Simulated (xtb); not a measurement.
Input for xtb: GFN2-xTB on CaO, a point of a bond scan (R = 2.006 Å).

```
$ xtb mol.xyz --gfn 2 --sp --chrg 0 --uhf 0
2

Ca    -0.00000000    -0.00000000    -0.52107729
O      0.00000000     0.00000000     1.48507028
```

What total energy does the run end on?

-4.4447 hartree.
